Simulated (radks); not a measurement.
The nuclear charge of neutral phosphorus is varied continuously with 15 electrons held in [Ne] 3s2 3p3. Method: scalar-relativistic Kohn-Sham, PBE, spin-polarised, spherical densities, finite nucleus; open shells are filled with parallel spins first; Fermi nuclear charge, rms radius 3.1889 fm; computed with a radial shooting solver on a logarithmic mesh with Libxc functionals. By the Hellmann-Feynman theorem dE/dZ = E(electron-nucleus)/Z, the electronic potential at the nucleus (averaged over a nucleus of fixed radius). The scalar-relativistic energy here is not variational (the density holds large components alone), so the two differ by a part that grows with Z.

Z = 14.8: E (hartree) -331.18527; E(electron-nucleus)/Z (hartree) -53.4465; HOMO 3p; e(HOMO) (eV) -4.422; <r> HOMO (bohr) 2.458
Z = 15: E (hartree) -341.97064; E(electron-nucleus)/Z (hartree) -54.3821; HOMO 3p; e(HOMO) (eV) -6.283; <r> HOMO (bohr) 2.327
Z = 15.2: E (hartree) -352.94314; E(electron-nucleus)/Z (hartree) -55.3166; HOMO 3p; e(HOMO) (eV) -8.306; <r> HOMO (bohr) 2.214
Z = 15.4: E (hartree) -364.10256; E(electron-nucleus)/Z (hartree) -56.2500; HOMO 3p; e(HOMO) (eV) -10.484; <r> HOMO (bohr) 2.114
Z = 15.6: E (hartree) -375.44873; E(electron-nucleus)/Z (hartree) -57.1827; HOMO 3p; e(HOMO) (eV) -12.813; <r> HOMO (bohr) 2.025
Z = 15.8: E (hartree) -386.98153; E(electron-nucleus)/Z (hartree) -58.1148; HOMO 3p; e(HOMO) (eV) -15.289; <r> HOMO (bohr) 1.945
Z = 16: E (hartree) -398.70085; E(electron-nucleus)/Z (hartree) -59.0464; HOMO 3p; e(HOMO) (eV) -17.909; <r> HOMO (bohr) 1.873

The central difference of E at Z = 15 is -54.395 hartree, to compare with the third column; the second derivative is -4.68 hartree.
